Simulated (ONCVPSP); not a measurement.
**Reading a pseudo-wave (Mo (Z = 42))**

Columns: radius, all-electron u(r) and pseudo u(r) of the 4d shell (level -20.83 eV) of molybdenum in the configuration [Ar] 3d10 4s2 4p6 4d4; PBE, scalar-relativistic, ONCV scheme, ONCVPSP 4.0.1.

```json
{"r (bohr)": "0.098", "all-electron": "-0.1331", "pseudo": "0.0022"}
{"r (bohr)": "0.195", "all-electron": "-0.3346", "pseudo": "0.0166"}
{"r (bohr)": "0.292", "all-electron": "-0.3711", "pseudo": "0.0525"}
{"r (bohr)": "0.390", "all-electron": "-0.2608", "pseudo": "0.1145"}
{"r (bohr)": "0.488", "all-electron": "-0.0782", "pseudo": "0.2006"}
{"r (bohr)": "0.585", "all-electron": "0.1190", "pseudo": "0.3029"}
{"r (bohr)": "0.682", "all-electron": "0.3023", "pseudo": "0.4123"}
{"r (bohr)": "0.780", "all-electron": "0.4596", "pseudo": "0.5197"}
{"r (bohr)": "0.878", "all-electron": "0.5849", "pseudo": "0.6150"}
{"r (bohr)": "0.975", "all-electron": "0.6773", "pseudo": "0.6916"}
{"r (bohr)": "1.072", "all-electron": "0.7414", "pseudo": "0.7478"}
{"r (bohr)": "1.170", "all-electron": "0.7815", "pseudo": "0.7843"}
{"r (bohr)": "1.268", "all-electron": "0.8015", "pseudo": "0.8026"}
{"r (bohr)": "1.365", "all-electron": "0.8056", "pseudo": "0.8059"}
{"r (bohr)": "1.463", "all-electron": "0.7976", "pseudo": "0.7975"}
{"r (bohr)": "1.560", "all-electron": "0.7806", "pseudo": "0.7804"}
{"r (bohr)": "1.658", "all-electron": "0.7568", "pseudo": "0.7566"}
{"r (bohr)": "1.755", "all-electron": "0.7285", "pseudo": "0.7284"}
{"r (bohr)": "1.852", "all-electron": "0.6972", "pseudo": "0.6971"}
{"r (bohr)": "1.950", "all-electron": "0.6635", "pseudo": "0.6634"}
{"r (bohr)": "2.047", "all-electron": "0.6291", "pseudo": "0.6290"}
{"r (bohr)": "2.145", "all-electron": "0.5940", "pseudo": "0.5940"}
{"r (bohr)": "2.242", "all-electron": "0.5595", "pseudo": "0.5594"}
{"r (bohr)": "2.340", "all-electron": "0.5252", "pseudo": "0.5252"}
{"r (bohr)": "2.438", "all-electron": "0.4918", "pseudo": "0.4918"}
{"r (bohr)": "2.535", "all-electron": "0.4599", "pseudo": "0.4599"}
```

(1) How many radial nodes do the two functions have?

(2) Where does each function peak?

(3) Is the pseudo-wave norm-conserving?

## Answers

(1) The all-electron 4d function has n − l − 1 = 1; the pseudo-wave has 0, since the states of the same l below it are removed with the core.

(2) Outermost all-electron maximum near 1.36 bohr, pseudo maximum near 1.36 bohr (to the table’s step).

(3) Yes: the ONCV scheme keeps the norm inside the radius equal to the all-electron one, which fixes the energy derivative of the logarithmic derivative at the level.
